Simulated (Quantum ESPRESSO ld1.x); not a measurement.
Q: Coherent X-ray form factor from a spherical all-electron density. Calculated with ld1.x of Quantum ESPRESSO 7.5: Dirac Kohn-Sham, PBE, spin-unpolarised, spherical densities, point nucleus.

sin(theta)/lambda (1/angstrom)  f0 (electrons)
0.05                                    14.823
0.1                                     14.318
0.15                                    13.559
0.2                                     12.646
0.25                                    11.679
0.3                                     10.743
0.4                                      9.152
0.5                                      8.002
0.6                                      7.175
0.8                                      5.927
1                                        4.814
1.25                                     3.601
1.5                                      2.706
2                                        1.747

The species is in the configuration that NIST lists as its ground one. Which atom or ion scatters so?

A: The potassium ion K4+, [Ne] 3s2 3p3. Extrapolating in s^2 from the first two rows gives f0(0) = 15.0, near the electron count 15; among species with that count, the fall with angle is slower the higher Z, and the table is that of Z = 19; from so few rows the species is fixed only to a neighbour or two.
